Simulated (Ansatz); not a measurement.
Stepwise reaction of `F[Si](F)(Cl)S[SiH2]Cl` with hydrogen chloride, as a gas-phase model of exchange steps in deposition or etching. ΔE in kJ/mol.

Isolated molecules relaxed with PBE0-D4/def2-TZVP in Ansatz; ΔE leaves out vibrations. CBS: MP2 limit from def2 TZ/QZ plus the TZ coupled-cluster correction, frozen cores. This one scheme is used for every species. DFT in def2-TZVPP. B3LYP here is the variant with VWN-RPA as its local correlation; programs differ in this. One conformer a species, not always the lowest.

```json
{"step": "1", "reaction": "`F[Si](F)(Cl)S[SiH2]Cl` + HCl → `F[Si](Cl)(Cl)S[SiH2]Cl` + H–F", "PBE-D4": "39.4", "B3LYP-D4": "50.2", "ωB97M-V": "48.8", "CCSD(T)/CBS": "45.8"}
{"step": "2", "reaction": "`F[Si](Cl)(Cl)S[SiH2]Cl` + HCl → `Cl[SiH2]S[Si](Cl)(Cl)Cl` + H–F", "PBE-D4": "40.2", "B3LYP-D4": "48.9", "ωB97M-V": "49.9", "CCSD(T)/CBS": "45.7"}
```

Task: By hand: ΔE of the 2 steps together at CCSD(T)/CBS.

Result: (45.8) + (45.7) = 91.5 kJ/mol, or 45.8 kJ/mol a step.

In ΔE the steps differ by no more than 0.1 kJ/mol. All are uphill at CCSD(T)/CBS. PBE-D4 differs from CCSD(T)/CBS by -6.4 to -5.5 kJ/mol a step. Isolated molecules leave out the surface, adducts and barriers. Largest T1 diagnostic: 0.011.
